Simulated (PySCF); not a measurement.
Task: Give a PBE0-D3(BJ)/def2-SVP geometry of InChI=1S/C5H8N2Si/c8-7-5-2-1-3-6-4-5/h1-4,7H,8H3.

Result: 
```xyz
16
C5H8N2Si angstrom
Si     2.7702    0.6613    0.5447
N      1.5429   -0.2234   -0.3316
C      0.1717   -0.1150   -0.1965
C     -0.4291    0.7710    0.7098
C     -1.8164    0.8214    0.7870
C     -2.5736   -0.0087   -0.0371
N     -2.0154   -0.8538   -0.9016
C     -0.6965   -0.9043   -0.9775
H      4.0679    0.1591    0.0129
H      2.6524    2.1347    0.3224
H      2.6816    0.4163    2.0166
H      1.8427   -0.9017   -1.0220
H      0.1806    1.4158    1.3495
H     -2.3062    1.5035    1.4855
H     -3.6679    0.0096    0.0023
H     -0.2661   -1.6116   -1.7003
```

Orientation and origin are arbitrary. Atoms count from 1 in this order. The C–N distances run from 1.322 Å (N7–C8, aromatic) to 1.382 Å (N2–C3, drawn single), a spread of 0.060 Å. Of the pairs four or more bonds apart, Si1···H13 is among the closest relative to their van der Waals radii: 2.81 Å, 85 % of the sum of Bondi's values. Si1 (SiH3 silicon) is distorted tetrahedral (angles from 105.2° to 111.7°). The 6-membered ring C3–C4–C5–C6–N7–C8 has internal angles of 116.6° to 124.1° (sum 720°, against 720° for a flat polygon); it is planar, 0.00 Å rms from its mean plane, widest ring torsion 0°.

Bonds between heavy atoms (Å): Si1–N2 1.748, N2–C3 1.382, C3–C4 1.403, C4–C5 1.390, C5–C6 1.393, C6–N7 1.332, N7–C8 1.322, C3–C8 1.410.

The calculation used PBE0-D3(BJ)/def2-SVP geometry optimisation, gas phase in PySCF 2.14.0.

Point group: Cs (tolerance 0.08 Å). Whether it is a minimum is left open (no frequencies). One conformer, not necessarily the lowest (Si1–N2–C3–C4 0°).
